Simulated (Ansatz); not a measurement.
Basis-set series for CH₂BBrO₂ (`OB1OC1Br`). The species carries charge 0 and has multiplicity 1. All single points use the PBE0-D4/def2-TZVP geometry. It is one conformer, not always the lowest.

```tsv
functional	basis	functions	energy (Eh)	HOMO (eV)	LUMO (eV)
PBE0-D4	def2-SVP	98	-2787.80331	-7.51	0.05
PBE0-D4	def2-TZVPP	200	-2788.36662	-7.67	-0.29
ωB97M-V	def2-SVP	98	-2788.12556	-9.73	2.23
ωB97M-V	def2-TZVPP	200	-2788.69295	-9.90	1.47
```

(1) Give the rows for def2-QZVPP. (Estimate.)

## Answers

(1) Ansatz gave: 
| functional | basis | functions | energy (Eh) | HOMO (eV) | LUMO (eV) |
| --- | --- | --- | --- | --- | --- |
| PBE0-D4 | def2-QZVPP | 377 | -2788.43113 | -7.69 | -0.39 |
| ωB97M-V | def2-QZVPP | 377 | -2788.75479 | -9.93 | 1.05 |

Positive LUMOs are unbound and depend on the basis. Scalar relativity is left out up to krypton.
